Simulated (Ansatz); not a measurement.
Steps of a relaxation of CH$_{7}$NOSi$_{2}$ (`C=N[SiH2]O[SiH3]`) with RKS PBE0-D4/def2-TZVP.

```sh
$ ansatz run in.yaml --threads 4 --pin off --events-out ev --progress --plain --max-ram 10444MiB
```

```yaml
crystal:
  periodic: [false, false, false]
  atoms:
    - {symbol: C, position_ang: [-1.912634, 1.651910, 0.378093]}
    - {symbol: N, position_ang: [-1.604075, 1.256731, -0.791986]}
    - {symbol: Si, position_ang: [-0.365285, 0.092051, -1.211147]}
    - {symbol: O, position_ang: [0.425181, -0.491705, 0.146774]}
    - {symbol: Si, position_ang: [1.732871, -1.318192, 0.779004]}
    - {symbol: H, position_ang: [-2.726207, 2.401982, 0.520993]}
    - {symbol: H, position_ang: [-1.417923, 1.297452, 1.317845]}
    - {symbol: H, position_ang: [-1.048649, -1.032968, -1.930918]}
    - {symbol: H, position_ang: [0.609024, 0.788563, -2.116432]}
    - {symbol: H, position_ang: [1.807658, -1.023819, 2.249596]}
    - {symbol: H, position_ang: [1.566169, -2.800446, 0.576905]}
    - {symbol: H, position_ang: [3.010972, -0.876758, 0.115273]}
basis:
  gaussian: {orbitals: def2-TZVP}
hamiltonian: {xc: pbe0, dispersion: d4}
relax: {f_tol: 0.005, max_steps: 150}
```

Positions (Å) and forces (eV/Å) along the path, 12 of 47 steps:

```xyz
12
step=1 energy=-20435.7562 eV
C    -1.913    1.652    0.378    0.152   -0.182   -0.454
N    -1.604    1.257   -0.792    0.104   -0.002    0.928
Si   -0.365    0.092   -1.211    0.158   -0.052    0.758
O     0.425   -0.492    0.147    0.323   -0.162   -0.479
Si    1.733   -1.318    0.779   -0.556    0.360   -0.324
H    -2.726    2.402    0.521    0.455   -0.424   -0.129
H    -1.418    1.297    1.318   -0.242    0.163   -0.562
H    -1.049   -1.033   -1.931    0.165    0.235    0.194
H     0.609    0.789   -2.116   -0.201   -0.164    0.235
H     1.808   -1.024    2.250   -0.049   -0.042   -0.330
H     1.566   -2.800    0.577    0.007    0.352    0.027
H     3.011   -0.877    0.115   -0.318   -0.083    0.135
12
step=5 energy=-20435.8532 eV
C    -1.878    1.629    0.377   -0.067   -0.012    0.016
N    -1.575    1.236   -0.778    0.020   -0.002   -0.023
Si   -0.356    0.085   -1.185   -0.008    0.009    0.005
O     0.415   -0.489    0.140    0.014   -0.011   -0.010
Si    1.696   -1.291    0.760   -0.002    0.000    0.010
H    -2.679    2.364    0.518    0.007    0.021   -0.005
H    -1.393    1.275    1.297    0.035   -0.008    0.001
H    -1.023   -1.033   -1.893   -0.004    0.004    0.004
H     0.618    0.766   -2.072    0.000    0.001    0.001
H     1.766   -1.000    2.213    0.001    0.000    0.004
H     1.533   -2.753    0.555    0.002   -0.003   -0.001
H     2.952   -0.845    0.102    0.002    0.002   -0.002
12
step=8 energy=-20435.8537 eV
C    -1.869    1.626    0.383    0.003   -0.011   -0.010
N    -1.570    1.241   -0.776    0.004   -0.002    0.002
Si   -0.364    0.081   -1.197   -0.006    0.009    0.004
O     0.412   -0.515    0.115    0.003   -0.006    0.004
Si    1.695   -1.289    0.764   -0.007    0.007    0.001
H    -2.660    2.371    0.531    0.000    0.005    0.003
H    -1.381    1.259    1.298    0.002    0.001    0.005
H    -1.049   -1.022   -1.908   -0.002   -0.003   -0.003
H     0.610    0.761   -2.084    0.003    0.001   -0.004
H     1.736   -0.987    2.216    0.000    0.000    0.002
H     1.561   -2.755    0.567    0.001   -0.001   -0.001
H     2.955   -0.826    0.125    0.002    0.001   -0.002
12
step=10 energy=-20435.8538 eV
C    -1.852    1.621    0.391    0.007   -0.005   -0.007
N    -1.563    1.246   -0.774    0.002   -0.006    0.004
Si   -0.372    0.075   -1.211   -0.006    0.011    0.005
O     0.404   -0.538    0.091    0.011   -0.015    0.013
Si    1.690   -1.283    0.767   -0.014    0.014    0.004
H    -2.632    2.374    0.551    0.000    0.001    0.002
H    -1.363    1.238    1.299   -0.003    0.003   -0.004
H    -1.075   -1.016   -1.926   -0.001    0.000   -0.001
H     0.604    0.751   -2.100    0.002    0.001   -0.003
H     1.698   -0.973    2.219    0.000   -0.003   -0.005
H     1.586   -2.753    0.577    0.005    0.005   -0.004
H     2.953   -0.798    0.151   -0.004   -0.005   -0.003
12
step=29 energy=-20435.8557 eV
C    -1.768    1.628    0.415   -0.040   -0.041    0.025
N    -1.484    1.275   -0.757    0.015    0.015   -0.015
Si   -0.409    0.012   -1.234    0.002   -0.016    0.013
O     0.272   -0.766    0.035    0.028   -0.005   -0.002
Si    1.650   -1.257    0.767   -0.033    0.007   -0.020
H    -2.473    2.449    0.590    0.017    0.007    0.002
H    -1.357    1.152    1.318    0.011    0.020   -0.016
H    -1.207   -0.959   -2.019    0.005    0.005    0.005
H     0.653    0.631   -2.065   -0.002   -0.001    0.003
H     1.560   -0.936    2.213    0.002   -0.001   -0.003
H     1.815   -2.723    0.595   -0.004    0.010    0.004
H     2.824   -0.560    0.176   -0.002    0.001    0.004
12
step=30 energy=-20435.8559 eV
C    -1.762    1.623    0.418    0.000   -0.001    0.025
N    -1.476    1.278   -0.756    0.003   -0.007   -0.016
Si   -0.411    0.008   -1.238    0.000   -0.005    0.015
O     0.263   -0.781    0.029    0.034   -0.010   -0.002
Si    1.645   -1.254    0.766   -0.034    0.011   -0.016
H    -2.459    2.450    0.597    0.004   -0.003    0.005
H    -1.352    1.142    1.320   -0.005    0.007   -0.020
H    -1.215   -0.953   -2.027    0.005    0.004    0.005
H     0.657    0.623   -2.064   -0.002   -0.001    0.002
H     1.548   -0.927    2.211    0.002   -0.002   -0.002
H     1.827   -2.719    0.602   -0.003    0.010    0.002
H     2.812   -0.545    0.176   -0.005   -0.003    0.004
12
step=31 energy=-20435.8559 eV
C    -1.758    1.621    0.419    0.006    0.001    0.021
N    -1.474    1.279   -0.756    0.003   -0.007   -0.013
Si   -0.412    0.007   -1.240   -0.005   -0.001    0.014
O     0.260   -0.786    0.026    0.034   -0.010   -0.001
Si    1.643   -1.252    0.766   -0.028    0.009   -0.014
H    -2.453    2.450    0.601    0.001   -0.003    0.005
H    -1.349    1.137    1.319   -0.006    0.005   -0.019
H    -1.218   -0.951   -2.030    0.003    0.002    0.003
H     0.658    0.620   -2.064   -0.001   -0.001    0.001
H     1.543   -0.923    2.211    0.001   -0.001   -0.003
H     1.830   -2.716    0.605   -0.003    0.009    0.002
H     2.808   -0.540    0.176   -0.006   -0.004    0.004
12
step=37 energy=-20435.8563 eV
C    -1.719    1.602    0.435   -0.004    0.018   -0.007
N    -1.458    1.280   -0.752    0.006   -0.011    0.008
Si   -0.421   -0.004   -1.262   -0.004   -0.009   -0.003
O     0.239   -0.836   -0.015    0.016    0.005   -0.014
Si    1.619   -1.233    0.769   -0.021   -0.004    0.007
H    -2.394    2.440    0.645    0.004   -0.010    0.000
H    -1.306    1.089    1.316   -0.002   -0.002    0.008
H    -1.246   -0.935   -2.066    0.005    0.007    0.006
H     0.658    0.604   -2.078   -0.003   -0.003    0.001
H     1.474   -0.876    2.203    0.002   -0.001   -0.003
H     1.858   -2.693    0.647   -0.002    0.007   -0.001
H     2.771   -0.494    0.190    0.005    0.002   -0.003
12
step=38 energy=-20435.8563 eV
C    -1.714    1.600    0.437   -0.018    0.016   -0.002
N    -1.455    1.280   -0.751    0.011   -0.011    0.002
Si   -0.422   -0.005   -1.265    0.000   -0.017    0.000
O     0.239   -0.841   -0.021    0.018    0.008   -0.015
Si    1.617   -1.231    0.770   -0.029   -0.004    0.002
H    -2.389    2.438    0.650    0.008   -0.009    0.001
H    -1.303    1.085    1.317    0.001    0.000    0.007
H    -1.250   -0.932   -2.070    0.008    0.010    0.009
H     0.657    0.604   -2.082   -0.004   -0.003    0.002
H     1.466   -0.870    2.202    0.002   -0.001   -0.003
H     1.862   -2.691    0.654   -0.003    0.008    0.000
H     2.770   -0.491    0.193    0.006    0.004   -0.003
12
step=39 energy=-20435.8564 eV
C    -1.707    1.597    0.441   -0.030    0.014    0.007
N    -1.451    1.280   -0.748    0.017   -0.013   -0.007
Si   -0.423   -0.006   -1.271    0.005   -0.029    0.008
O     0.241   -0.851   -0.033    0.023    0.012   -0.015
Si    1.614   -1.229    0.771   -0.041   -0.003   -0.009
H    -2.380    2.436    0.656    0.012   -0.007    0.003
H    -1.297    1.078    1.320    0.005    0.002    0.004
H    -1.258   -0.928   -2.075    0.011    0.013    0.010
H     0.654    0.602   -2.089   -0.006   -0.003    0.004
H     1.451   -0.860    2.200    0.003   -0.001   -0.005
H     1.867   -2.688    0.664   -0.004    0.009    0.001
H     2.768   -0.486    0.198    0.006    0.005   -0.002
12
step=43 energy=-20435.8565 eV rejected
C    -1.696    1.587    0.452    0.060    0.012   -0.003
N    -1.441    1.275   -0.739   -0.023   -0.007    0.002
Si   -0.425   -0.010   -1.285    0.001    0.017    0.032
O     0.249   -0.871   -0.067    0.023   -0.004    0.007
Si    1.608   -1.223    0.772   -0.013    0.016   -0.011
H    -2.362    2.428    0.673   -0.021    0.002    0.000
H    -1.281    1.067    1.329   -0.016   -0.012   -0.013
H    -1.271   -0.918   -2.089   -0.011   -0.013   -0.010
H     0.645    0.604   -2.108    0.007    0.004   -0.005
H     1.416   -0.833    2.192   -0.003    0.000   -0.001
H     1.870   -2.681    0.693    0.006   -0.007    0.000
H     2.768   -0.479    0.212   -0.009   -0.009    0.002
12
step=47 energy=-20435.8567 eV
C    -1.687    1.581    0.455    0.003   -0.001   -0.001
N    -1.446    1.272   -0.739   -0.001    0.002    0.000
Si   -0.427   -0.008   -1.293    0.001    0.002   -0.001
O     0.255   -0.870   -0.080    0.000   -0.003    0.002
Si    1.604   -1.219    0.774    0.002   -0.001    0.000
H    -2.354    2.420    0.687   -0.001   -0.001    0.001
H    -1.265    1.056    1.326   -0.001    0.000    0.000
H    -1.274   -0.919   -2.095   -0.001    0.000    0.000
H     0.636    0.612   -2.120    0.000    0.000    0.000
H     1.398   -0.818    2.189    0.001    0.001   -0.002
H     1.864   -2.679    0.709   -0.001    0.000    0.000
H     2.771   -0.484    0.219   -0.001    0.001    0.001
```

Hardware: 4 threads of a server CPU on a shared host. Wall time 2.1 min, peak host memory 0.61 GiB.
